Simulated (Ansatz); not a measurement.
B(THF)H3 (C4H11BO): single points at one geometry.

```yaml
crystal:
  periodic: [false, false, false]
  atoms:
    - {symbol: B, position_ang: [0.384705, 0.710509, -2.086535]}
    - {symbol: O, position_ang: [0.299651, 0.553813, -0.469422]}
    - {symbol: C, position_ang: [1.073830, -0.518310, 0.137876]}
    - {symbol: C, position_ang: [0.469659, -0.643837, 1.527303]}
    - {symbol: C, position_ang: [-1.026661, -0.439697, 1.235677]}
    - {symbol: C, position_ang: [-1.030595, 0.629592, 0.140470]}
    - {symbol: H, position_ang: [2.134455, -0.208260, 0.100998]}
    - {symbol: H, position_ang: [0.939928, -1.437497, -0.473809]}
    - {symbol: H, position_ang: [0.692447, -1.621309, 1.996867]}
    - {symbol: H, position_ang: [0.858190, 0.154475, 2.193189]}
    - {symbol: H, position_ang: [-1.469953, -1.382073, 0.853367]}
    - {symbol: H, position_ang: [-1.607739, -0.130767, 2.126056]}
    - {symbol: H, position_ang: [-1.776835, 0.455210, -0.658644]}
    - {symbol: H, position_ang: [-1.142312, 1.662847, 0.526507]}
    - {symbol: H, position_ang: [1.591726, 0.724597, -2.314405]}
    - {symbol: H, position_ang: [-0.186549, 1.774791, -2.308590]}
    - {symbol: H, position_ang: [-0.203938, -0.284094, -2.526898]}
basis:
  gaussian: {orbitals: def2-TZVPD, initial_orbitals: start.molden}
hamiltonian: {xc: pbe, dispersion: d4}
scf: {omitted_lower_state_checks: [starts]}
output: {orbitals: {seedname: orbitals}}
```

The file start.molden holds the orbitals of an earlier run on this structure, at another level or in another basis.

```sh
$ ansatz run in.yaml --threads 2 --pin off --events-out ev --progress --plain --max-ram 32768MiB --backend cuda --devices 0, --max-vram 18GiB
```

It prints (some lines left out):

```
Functional definition: PBE
1606 factors; their error is unknown
mean field evaluation 1: about -7043.0077 eV, gradient 1.1e1 eV
mean field evaluation 2: about -7043.1558 eV, gradient 1.5e-1 eV
mean field evaluation 4: about -7043.0918 eV, gradient 8.6e-4 eV
mean field -7043.09176600 eV, -258.8288484216 hartree, gradient 1.7e-5 eV, S^2 0.000000; 0 other end points of the search recorded, 0 dependent functions left out
reference -7043.09182968 eV, -258.8288507616 hartree; 24, 24 occupied and 300, 300 virtual orbitals, 1606 factors
Total energy: -7043.44484048 eV, -258.8418236694 hartree
Checks for a lower state left out: starts
```

Run time 15 s (2 threads of AMD EPYC 7R13 on a shared host and a share (18 GiB) of an NVIDIA H100 80GB HBM3), peak host memory 0.82 GiB.

The first input with `gaussian: {orbitals: def2-SVP, initial_orbitals: start.molden}` (abridged; 2.4 s, on the CPU threads alone):

```
Functional definition: PBE
mean field -7035.27467303 eV, -258.5415755533 hartree, gradient 1.7e-5 eV, S^2 0.000000
Total energy: -7035.62772602 eV, -258.5545500115 hartree
Checks for a lower state left out: starts
```

Geometry: PBE-D4/def2-SVP.
